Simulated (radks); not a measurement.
Question: The terbium ion Tb6+ is in [Xe] 4f(5/2: 5, 7/2: 0). Calculated with a radial shooting solver on a logarithmic mesh with Libxc functionals: Dirac Kohn-Sham, PBE, spin-unpolarised, spherical densities, finite nucleus; Fermi nuclear charge, rms radius of each element as measured or else 0.836 A^(1/3) + 0.57 fm. Sub-shells are occupied by j as written (lower j first in brackets). One electron is removed from 5s1/2, 5p3/2, 5p1/2, 4f5/2 in turn, with full relaxation. Which removal costs least, and what does each cost?

Answer: 5p3/2 108.71 eV; 4f5/2 114.31 eV; 5p1/2 115.42 eV; 5s1/2 138.70 eV. The 5p3/2 electron leaves first.
